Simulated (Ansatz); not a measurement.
Reaction (formal exchange of groups at the Al–O bond): `CC(O)[O][AlH2]` + `C#C[SiH3]` → `C#C[SiH2][AlH2]` + `CC(O)O`

Isolated molecules relaxed with PBE0-D4/def2-TZVP in Ansatz; ΔE leaves out vibrations. CCSD(T)/CBS is the MP2 limit (def2-TZVPP, def2-QZVPP) plus CCSD(T) − MP2 in def2-TZVPP, frozen cores. DFT in def2-TZVPP. HSE06 is defined as in plane-wave codes. Each species was taken in one conformer, which may not be the lowest.

```json
{"level": "HSE06", "ΔE (kJ/mol)": "114.8"}
{"level": "HF/def2-QZVPP", "ΔE (kJ/mol)": "147.1"}
```

What does CCSD(T)/CBS give? (An estimate is asked.)

Ansatz gave: +134.0 kJ/mol. The listed levels differ from it by -19.2, 13.1 kJ/mol.

Largest T1 diagnostic among the species: 0.013.

Leaving LDA and LC-ωPBE aside and taking each functional with its dispersion term where it has one, the values, not all of them listed here, spread over 29.6 kJ/mol, from PBE-D4 to CAM-B3LYP-D4. LDA lies +6.1 kJ/mol from PBE without D4. From BLYP to BHLYP (50 % exact exchange), in def2-TZVPP and without D4, ΔE moves by +8.7 kJ/mol. At CCSD(T), def2-SVP lies +6.8 kJ/mol from the extrapolated value and def2-TZVPP +0.6 kJ/mol.
